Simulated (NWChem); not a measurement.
Species: CH$_{4}$ClFSi; SMILES C[SiH](F)Cl

Program: NWChem. Pople sets run with spherical d functions. The geometry was optimised at PBE0/def2-SVP. B3LYP is NWChem's, with the RPA form of VWN correlation. Static field.

For level B3LYP/6-31+G*:

* **isotropic polarisability (bohr³)**: 45.5

**Question.** How do the values read with level PBE/6-31+G* instead?

**Answer.** 
| Quantity | Result |
|---|---|
| isotropic polarisability (bohr³) | 47.3 |
